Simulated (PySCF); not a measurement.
C2H8FNSi2, SMILES [Si@H]1(C)CN[Si@H]1F.

Geometry: TPSSh-D3(BJ)/def2-SVP. The structure was generated by enumeration; whether it is a known compound was not checked.

Computed with PBE/def2-TZVP (PySCF).

The molecule is in vacuum.

- total energy = -814.22996 hartree
- highest occupied level = -5.79 eV
- lowest empty level = -0.76 eV
- orbital gap = 5.03 eV
- dipole moment = 1.91 D
- quadrupole, principal values (traceless, Buckingham form, about the centre of nuclear charge) = -8.15, 0.29, 7.86 D·Å
- mean static polarisability = 85.4 bohr³ (12.66 Å³)
- polarisability, principal values = 72.8, 84.2, 99.3 bohr³
